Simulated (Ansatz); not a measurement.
Species: AlCl, charge 0, singlet. AlCl (SMILES [Al][Cl]).
B3LYP-D3(BJ)/def2-TZVP minimum from Ansatz (a quantum-chemistry and plane-wave program):
```
Al
Cl 1 2.1602
```
Charge 0, spin multiplicity 1.

Total energies in cc-pV(5+d)Z, 10 correlated electrons, 10 frozen orbitals. UHF or UKS for unpaired electrons; spin-orbit terms are left out. Cores are frozen in correlated methods. No relativity.

```csv
method,program,energy (Eh),minus CCSDT(Q) (mEh)
HF,Ansatz,-701.51794,311.87
MP2,Ansatz,-701.79331,36.49
CCSD,Ansatz,-701.81448,15.32
CCSD(T),Ansatz,-701.82852,1.28
CCSDT(Q),Ansatz,-701.82980,0.00
```

Rough core times of Ansatz's runs on a shared machine: CCSD(T) 60 s, CCSDT(Q) 50 min.
